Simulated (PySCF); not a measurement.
PySCF job for C4H2BrCl, SMILES C#C/C(Br)=C\Cl, SMD-B3LYP/6-31G*. Geometry optimised at ωB97X-D3(BJ)/def2-SVP. The structure was generated by enumeration; whether it is a known compound was not checked.

```python
import numpy as np
from pyscf import gto, scf, dft
from pyscf.solvent import smd

mol = gto.M(
    atom='''
    C     2.65894329    0.74654893   -0.00000000
    C     1.48338450    0.46211113    0.00000000
    C     0.09881855    0.10805656    0.00000000
    Br   -0.29038609   -1.74193795    0.00000000
    C    -0.91906488    0.98045577   -0.00000001
    Cl   -0.67714025    2.67787255    0.00000000
    H     3.70355044    1.00598903    0.00000000
    H    -1.96114173    0.65497150   -0.00000000
    ''',
    basis='6-31G*',
    charge=0,
    spin=0,
    max_memory=1600,
    verbose=3,
)
mf = dft.RKS(mol, xc='b3lyp').density_fit(auxbasis='def2-universal-jkfit')
mf.grids.level = 3
mf.conv_tol = 1e-9
mf.max_cycle = 100
mf.kernel()
res = {}
for name in ['water', '1-octanol', 'tetrahydrofuran']:
    s = mf.SMD()
    s.with_solvent.solvent, s.with_solvent.sasa_ng = name, 302
    s.kernel(mf.make_rdm1())
    res[name] = (s.e_tot, s.with_solvent.get_cds(), s.dip_moment(), s.mo_energy, s.converged)
    print(f'SMD {name}: dG(solv) = {(s.e_tot - mf.e_tot) * 627.509474:.3f} kcal/mol, of which CDS {res[name][1] * 627.509474:.3f}')
```

It prints:

```
converged SCF energy = -3187.58909291198
converged SCF energy = -3187.59011901543
Dipole moment(X, Y, Z, Debye):  0.27177,  0.26383,  0.00000
SMD water: dG(solv) = -0.644 kcal/mol, of which CDS 3.605
converged SCF energy = -3187.59543384585
Dipole moment(X, Y, Z, Debye):  0.30935,  0.25402,  0.00000
SMD 1-octanol: dG(solv) = -3.979 kcal/mol, of which CDS -0.362
converged SCF energy = -3187.59650103951
Dipole moment(X, Y, Z, Debye):  0.32009,  0.25044,  0.00000
SMD tetrahydrofuran: dG(solv) = -4.649 kcal/mol, of which CDS -1.247
```

The run converged.

Cost: very roughly 90 core-seconds.
